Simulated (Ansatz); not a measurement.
Breaking the Si1–Cl2 bond in SiCl (multiplicity 2 held). Energies count from the point at 2.084 Å.


R- and RO- levels are restricted; in cc, def2 and unpolarised 6-31G sets they are followed outwards from rest. U- levels take the lowest unrestricted solution at each point, which mixes spins at long bonds. Levels need not reach the same state.

Programs: Ansatz (Gaussian orbitals). Each number belongs to the level named beside it.

**Question.** One of these levels gives 6.596 eV for the energy at R = 8.335 Å. Which one is it?
(A) U-r2SCAN/cc-pV(T+d)Z
(B) RO-HF/cc-pV(T+d)Z
(C) RO-PBE/cc-pV(T+d)Z

**Answer.** B, RO-HF/cc-pV(T+d)Z. The others give 4.679 (RO-PBE/cc-pV(T+d)Z), 4.254 (U-r2SCAN/cc-pV(T+d)Z)

Doubts at one or more of the structures used: a restricted determinant that unrestricted orbitals would lower (RO-HF/cc-pV(T+d)Z, RO-PBE/cc-pV(T+d)Z); a spin-contaminated determinant (U-r2SCAN/cc-pV(T+d)Z).

Ansatz is a program for electronic structure.
